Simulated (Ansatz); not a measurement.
Abridged output of a molecular run in Ansatz:

```
Functional definition: HF
1290 factors; integrals over basis functions are off by at most 1.6e-3 eV
mean field evaluation 1: about -20404.1157 eV, gradient 6.9e1 eV
mean field evaluation 2: about -20404.3452 eV, gradient 6.9e1 eV
mean field evaluation 4: about -20414.0897 eV, gradient 8.5e0 eV
mean field evaluation 8: about -20414.2962 eV, gradient 1.2e0 eV
mean field evaluation 16: about -20414.3019 eV, gradient 1.9e-6 eV
mean field -20414.30188595 eV, -750.2117569978 hartree, gradient 2.6e-6 eV, S^2 0.000000; 0 other end points of the search recorded, 0 dependent functions left out
9 core orbitals not correlated: weight in the atoms' cores, before any rotation towards them, 1.000 or more for the frozen orbitals, at most 0.000 for the correlated occupied ones
reference -20414.30188595 eV, -750.2117569978 hartree; 23, 23 occupied and 99, 99 virtual orbitals, 1290 factors
second order -32.77233686 eV of doubles, -0.00000000 eV of singles
cycle   1  -30.07327100 eV  change     2.7e0 eV  update   2.8e-1
cycle   2  -31.63802800 eV  change    -1.6e0 eV  update   1.7e-1
cycle   3  -32.00247407 eV  change   -3.6e-1 eV  update   3.7e-2
cycle   4  -32.02834714 eV  change   -2.6e-2 eV  update   1.5e-2
cycle   5  -32.01593944 eV  change    1.2e-2 eV  update   5.0e-3
cycle   6  -32.01804839 eV  change   -2.1e-3 eV  update   2.4e-3
cycle   7  -32.01831980 eV  change   -2.7e-4 eV  update   9.3e-4
cycle   8  -32.01728460 eV  change    1.0e-3 eV  update   5.6e-4
cycle   9  -32.01753323 eV  change   -2.5e-4 eV  update   2.0e-4
cycle  10  -32.01771387 eV  change   -1.8e-4 eV  update   1.1e-4
cycle  11  -32.01754718 eV  change    1.7e-4 eV  update   4.6e-5
cycle  12  -32.01747522 eV  change    7.2e-5 eV  update   2.5e-5
cycle  13  -32.01753922 eV  change   -6.4e-5 eV  update   8.5e-6
cycle  14  -32.01752364 eV  change    1.6e-5 eV  update   3.7e-6
perturbative correction -1.49094718 eV, -0.0547912984 hartree
Total energy: -20447.81035677 eV, -751.4431705877 hartree
```

Its atoms:

Cartesian coordinates in Å:
```
C -0.335 1.150 -1.696
N -0.285 0.576 -0.400
W -0.434 -0.704 0.776
N 1.302 -0.814 1.634
O -0.783 -2.189 0.006
Cl -2.116 -0.162 2.242
H -1.105 1.927 -1.733
H 0.624 1.623 -1.933
H -0.554 0.402 -2.466
H 1.649 -1.676 2.030
H 2.038 -0.133 1.539
```

Task: Which basis set was used?
A. def2-SVP
B. def2-SVPD
C. cc-pV(Q+d)Z
D. cc-pV(T+d)Z

Result: A. It gives 131 functions.

Task: Write the keys of the input that set method, charge and spin (a neutral closed shell needs none for the last two).

Result: 
```yaml
correlation: {method: ccsd_t}
```
